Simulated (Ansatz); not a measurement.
Mulliken charges of GaH2O2 (`[OH][Ga][OH]`) radical from PBE/def2-TZVPP in Ansatz (PBE0-D4/def2-TZVP geometry).

| atom | x (Å) | y (Å) | z (Å) | charge (e) |
| --- | --- | --- | --- | --- |
| O1 | -0.371 | 0.022 | -1.274 | -0.343 |
| Ga2 | -0.312 | -0.754 | 0.354 | 0.352 |
| O3 | 0.618 | 0.155 | 1.591 | -0.365 |
| H4 | -0.867 | -0.465 | -1.936 | 0.180 |
| H5 | 0.982 | 0.968 | 1.225 | 0.177 |

Question: By hand: the dipole of these point charges (1 e Å = 4.8032 D).

Answer: Σ q r = (-0.190, -0.242, -0.151) e Å, of length 0.343 e Å = 1.65 D.

Question: How does the dipole of the full density compare? (Estimate.)

Answer: Ansatz gave: (-0.172, -0.150, -0.261) e Å, 1.67 D; the point charges give 0.99 times that, at 24° from its direction.

Point charges leave out the atoms' own dipoles, such as those of lone pairs, and Mulliken's split depends on the basis, so the two needn't agree.
